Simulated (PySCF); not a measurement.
C3H2F3, SMILES F/C=C/[C](F)F, multiplicity 2. Geometry optimised at r2SCAN-D4/def2-SVP. The isomer is the one that the SMILES or the coordinates give; other isomers of the formula were not compared. Other conformers were not sampled.

Computed equilibrium geometry at r2SCAN-D4/def2-SVP (PySCF confirms it by a frequency run) as Cartesian coordinates in Å, and its point group (one conformer of several):
point group Cs.
```xyz
8

F     -0.1979     2.6475     0.0000
C      0.3401     1.4241     0.0000
C     -0.4985     0.3168     0.0000
C     -0.0610    -0.9833     0.0000
F     -0.8541    -2.0346     0.0000
F      1.2147    -1.3274     0.0000
H      1.4322     1.4094     0.0000
H     -1.5801     0.4747     0.0000
```
Charge 0, spin multiplicity 2.
